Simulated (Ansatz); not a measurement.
`CCI` → `[CH3]`• + `[CH2]I`• at 700 K and 1 bar (homolysis of the C–C bond).

Gas-phase electronic energies from Ansatz, PBE0-D4/def2-TZVP geometries. CBS: MP2 limit from def2 TZ/QZ plus the TZ coupled-cluster correction, frozen cores. This one scheme is used for every species. No spin–orbit coupling; open shells (•) take unrestricted orbitals. def2 core potentials past Kr. For I outer-core shells are correlated without core-valence functions, which leaves a few kJ/mol of doubt a bond.

```
  species  CCSD(T)/CBS energy (Eh)  H − E (kJ/mol)  S (J/(mol·K))
    `CCI`               -376.55933           221.6          367.3
 `[CH3]`•                -39.78218           106.9          232.5
`[CH2]I`•               -336.62231            91.4          311.9
```

H − E and S are ideal-gas, rigid-rotor, harmonic terms from PBE0-D4/def2-TZVP, with the whole ground term of open shells counted as degenerate. 1 Eh = 2625.50 kJ/mol, R = 8.31446 J/(mol·K).

**Question.** By hand: ΔE, ΔH, ΔS and ΔG.

**Answer.** ΔE = (-39.78218) + (-336.62231) − (-376.55933) = 0.15484 Eh = 406.5 kJ/mol. Δ(H − E) = 106.9 + 91.4 − 221.6 = -23.3, so ΔH = 383.2 kJ/mol. ΔS = 232.5 + 311.9 − 367.3 = 177.1 J/(mol·K). ΔG = 383.2 − 700 × (177.1)/1000 = 259.2 kJ/mol.

**Question.** By hand: the equilibrium constant, and the temperature at which ΔG would vanish if ΔH and ΔS stayed fixed.

**Answer.** log₁₀ K = −ΔG/(RT ln 10) = -19.3. ΔG = 0 at ΔH/ΔS = 2164 K.

The number of gas molecules changes by +1, which sets the sign of ΔS. A doubt of 5 kJ/mol in ΔE shifts log₁₀ K by 0.4 here. These are equilibria of isolated gas molecules and say nothing of rates. Largest T1 diagnostic: 0.016 (customary marks: 0.02 for closed shells, 0.045 for open ones).
